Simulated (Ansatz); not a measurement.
Born–Oppenheimer molecular dynamics of a periodic cell of 17 atoms, InGe₁₆ (host Ge, host structure diamond, interstitial In). It starts from a relaxed structure.

Theory: Ansatz 0.2.0, DFT r2SCAN-D3(BJ), scalar-relativistic, plane waves, PAW. Settings: accuracy low, PAW set soft_1, cutoff 500 eV, k mesh 2x2x2, fermi-dirac smearing 0.05 eV, no spin polarisation.

```yaml
ensemble: NVE (velocity Verlet)
time_step: 3 fs
steps_asked: 40
starting_velocities_drawn_for: 2400 K
seed: 924211
```

First frame:

```xyz
17
Lattice="0.0000 5.6600 5.6600 5.6600 0.0000 5.6600 5.6600 5.6600 0.0000" Properties=species:S:1:pos:R:3
Ge 0.085 -0.084 -0.085
Ge 1.486 1.413 1.412
Ge 2.818 2.842 -0.015
Ge 4.247 4.170 1.415
Ge 2.820 -0.013 2.840
Ge 4.248 1.415 4.172
Ge 5.677 2.844 2.845
Ge 7.074 4.253 4.250
Ge 0.066 2.896 2.896
Ge 1.418 4.229 4.234
Ge 2.754 5.586 2.906
Ge 4.242 7.075 4.309
Ge 2.758 2.902 5.589
Ge 4.243 4.307 7.075
Ge 5.666 5.653 5.653
Ge 7.008 7.077 7.078
In 9.908 7.057 7.063
```

What does the run give?

All steps were run.

```
steps done                                               : 40
time covered                                             : 120 fs
mean temperature over the second half                    : 1274 K
spread of the potential energy over the second half      : 28.2 meV per atom
mean potential energy of the second half above the start : 137.6 meV per atom
```

The conserved energy stayed within 1.1 meV per atom of its start (net change 0.72 meV per atom), so the integration is sound. Over the second half the temperature averaged 0.53 of the 2400 K drawn at the start: a run that starts near a minimum puts about half its kinetic energy into the potential. A run of 0.12 ps of so small a system gives no equilibrium averages. Limits of this set-up: coarse k mesh, a small cell, in which the defect meets its images, a typed lattice constant that wasn't relaxed here, low accuracy level.

What happens to the structure?

Mean squared displacements from the first frame to the last, about the centre of mass: Ge 0.20 Å², In 0.24 Å². This is one draw of velocities; another would differ in detail.

How do temperature and energy run in time?


| time (fs) | T (K) | potential energy less start (eV) | conserved less start (meV/atom) |
| --- | --- | --- | --- |
| 0 | 2400 | 0.000 | 0.00 |
| 3 | 2359 | 0.086 | 0.03 |
| 6 | 2243 | 0.327 | 0.12 |
| 9 | 2064 | 0.700 | 0.25 |
| 12 | 1838 | 1.169 | 0.43 |
| 15 | 1589 | 1.688 | 0.64 |
| 18 | 1343 | 2.200 | 0.83 |
| 21 | 1125 | 2.654 | 0.98 |
| 24 | 952 | 3.012 | 1.05 |
| 27 | 834 | 3.256 | 1.04 |
| 30 | 770 | 3.387 | 0.97 |
| 33 | 752 | 3.424 | 0.88 |
| 36 | 767 | 3.390 | 0.81 |
| 39 | 807 | 3.307 | 0.76 |
| 42 | 863 | 3.191 | 0.73 |
| 45 | 931 | 3.050 | 0.72 |
| 48 | 1009 | 2.889 | 0.71 |
| 51 | 1093 | 2.715 | 0.70 |
| 54 | 1181 | 2.532 | 0.67 |
| 57 | 1270 | 2.348 | 0.64 |
| 60 | 1355 | 2.172 | 0.60 |
| 63 | 1431 | 2.014 | 0.57 |
| 66 | 1493 | 1.884 | 0.55 |
| 69 | 1539 | 1.789 | 0.53 |
| 72 | 1566 | 1.733 | 0.52 |
| 75 | 1573 | 1.719 | 0.52 |
| 78 | 1560 | 1.747 | 0.52 |
| 81 | 1526 | 1.816 | 0.53 |
| 84 | 1475 | 1.922 | 0.55 |
| 87 | 1409 | 2.060 | 0.58 |
| 90 | 1332 | 2.220 | 0.61 |
| 93 | 1249 | 2.392 | 0.66 |
| 96 | 1166 | 2.564 | 0.70 |
| 99 | 1090 | 2.721 | 0.75 |
| 102 | 1027 | 2.854 | 0.79 |
| 105 | 981 | 2.949 | 0.82 |
| 108 | 956 | 3.000 | 0.84 |
| 111 | 955 | 3.002 | 0.84 |
| 114 | 978 | 2.955 | 0.81 |
| 117 | 1021 | 2.866 | 0.77 |
| 120 | 1077 | 2.749 | 0.72 |

The run took 23 min on 4 threads of AMD EPYC 7571, with other jobs on the host, peak memory 2.4 GiB.
